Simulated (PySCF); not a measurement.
The third ionisation energy along the 5p block

All values are computed (PySCF 2.14, energy differences of UHF-based or UKS calculations, no spin-orbit coupling). Values in eV. The last column holds reference values (NIST; (s) semi-empirical, (t) theoretical, else measured). Unmarked ones compare directly (S terms, centres of terms, or small fine structure); those marked * lie between the lowest fine-structure levels and include a spin-orbit shift.

```tsv
element	configurations	MP2 (valence)	SCS-MP2 (valence)	CCSD(T) (valence)	LDA	SCS-MP2 (valence and next inner shell)	CCSD(T) (valence and next inner shell)	reference
In (def2-TZVPPD with the def2 core potential (28 electrons), ECP)	[Kr] 4d10 5s1 → [Kr] 4d10	n/a	n/a	n/a	29.091	27.628	27.774	28.044
Sn (def2-TZVPPD with the def2 core potential (28 electrons), ECP)	[Kr] 4d10 5s2 → [Kr] 4d10 5s1	29.224	29.360	29.481	31.300	30.298	30.300	30.506
Sb (def2-TZVPPD with the def2 core potential (28 electrons), ECP)	[Kr] 4d10 5s2 5p1 → [Kr] 4d10 5s2	24.357	24.347	24.443	24.932	24.474	24.593	25.323 *
Te (def2-TZVPPD with the def2 core potential (28 electrons), ECP)	[Kr] 4d10 5s2 5p2 → [Kr] 4d10 5s2 5p1	27.295	27.232	27.352	27.713	27.381	27.481	27.84 ± 0.04 *
I (def2-TZVPPD with the def2 core potential (28 electrons), ECP)	[Kr] 4d10 5s2 5p3 → [Kr] 4d10 5s2 5p2	30.324	30.196	30.331	30.516	30.362	30.449	29.57 ± 0.025 *
Xe (def2-TZVPPD with the def2 core potential (28 electrons), ECP)	[Kr] 4d10 5s2 5p4 → [Kr] 4d10 5s2 5p3	29.994	30.058	30.147	30.826	30.164	30.260	31.05 ± 0.04 (s) *
```

"Valence" correlates the outer s and p shells and, in groups 3 to 12 and the f block, the outer d or f shell, open or full, or the next shell where the ion has no valence electron left; the wider scheme adds the next inner shell.
